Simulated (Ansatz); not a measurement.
Geometry optimisation, RKS PBE0-D4/def2-SVP (Ansatz).

Input file:

```yaml
crystal:
  periodic: [false, false, false]
  atoms:
    - { symbol: Hf, position_ang: [-0.176942, -0.283289, 0.197965] }
    - { symbol: Cl, position_ang: [-0.171307, -0.158392, 2.68506] }
    - { symbol: O, position_ang: [1.591071, -0.472524, -0.519647] }
    - { symbol: H, position_ang: [2.374522, -0.627563, -1.043172] }
    - { symbol: O, position_ang: [-1.159726, 1.141171, -0.617755] }
    - { symbol: H, position_ang: [-1.479521, 1.90636, -1.09132] }
    - { symbol: O, position_ang: [-1.111696, -1.892318, -0.218246] }
    - { symbol: H, position_ang: [-1.641048, -2.614577, -0.548109] }
    - { symbol: S, position_ang: [1.672631, 2.749245, 1.390647] }
    - { symbol: H, position_ang: [2.785696, 1.988963, 1.324929] }
    - { symbol: H, position_ang: [1.173318, 2.018822, 2.448849] }
basis:
  gaussian: { orbitals: def2-SVP }
hamiltonian:
  xc: pbe0
  dispersion: d4
relax:
  f_tol: 0.03
  max_steps: 50
```

Command:

```bash
$ ansatz run input.yaml --threads 4 --pin off --max-ram 5120MiB --backend cpu --events-out ev --progress --plain --runs-dir out
```

**Question.** Where does it end, and by what steps?

**Answer.** It converged. The force dipped under the threshold on the way, but the program's further checks kept it going. After 21 steps the energy has fallen by 0.160 eV; H11 moved furthest, 0.70 Å. Joined: Hf1–S9 (3.75 → 2.96 Å).

```tsv
step	energy less start (eV)	largest force component (eV/Å)	accepted
0	0.0000	0.885	yes
1	-0.0313	0.813	yes
2	-0.0645	0.192	yes
3	-0.0710	0.218	yes
4	-0.0848	0.683	yes
5	-0.1055	0.333	yes
6	-0.1079	0.147	yes
7	-0.1157	0.206	yes
8	-0.1353	0.295	yes
9	-0.1485	0.105	yes
10	-0.1201	0.820	no
11	-0.1537	0.067	yes
12	-0.1571	0.035	yes
13	-0.1560	0.234	no
14	-0.1582	0.025	yes
15	-0.1583	0.108	yes
16	-0.1586	0.091	yes
17	-0.1589	0.040	yes
18	-0.1594	0.014	yes
19	-0.1596	0.095	yes
20	-0.1599	0.039	yes
21	-0.1599	0.017	yes
```

```xyz
11
Properties=species:S:1:pos:R:3
Hf 0.011 -0.094 0.278
Cl -0.069 -0.402 2.673
O 1.750 -0.333 -0.580
H 2.144 -0.944 -1.206
O -1.076 1.350 -0.413
H -1.677 1.784 -1.016
O -0.898 -1.671 -0.315
H -1.467 -2.418 -0.487
S 1.617 2.254 1.085
H 2.562 1.596 1.788
H 0.960 2.635 2.202
```

Whether the end is a true minimum wasn't checked by a vibrational analysis.

Time of the run: 39 s on 4 threads of Intel(R) Xeon(R) 6975P-C (Granite Rapids) (shared host), peak memory 0.4 GiB.
